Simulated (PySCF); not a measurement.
CLiN, SMILES [N][C][Li] (connectivity only; charge and spin as stated), neutral, multiplicity 1. Atoms are numbered in the order given.

```xyz
3

Li     0.0000     0.0000    -2.0573
C      0.0000     0.0000    -0.1497
N      0.0000     0.0000     1.0100
```

Geometry: B3LYP-D3(BJ)/def2-TZVPD.

The numbers are results of PBE/def2-TZVPD in PySCF, not measurements.

Mulliken values depend strongly on the basis, most of all with diffuse functions as here. Atomic charges (e):

```csv
atom,IAO,Mulliken
Li1,[?],0.91
C2,[?],-0.68
N3,[?],-0.23
```

Q: Some entries are withheld; supply them. (The exact figures need the calculation; the answer reports its results.)

A: 
- Li1, IAO: 0.79
- C2, IAO: -0.50
- N3, IAO: -0.30
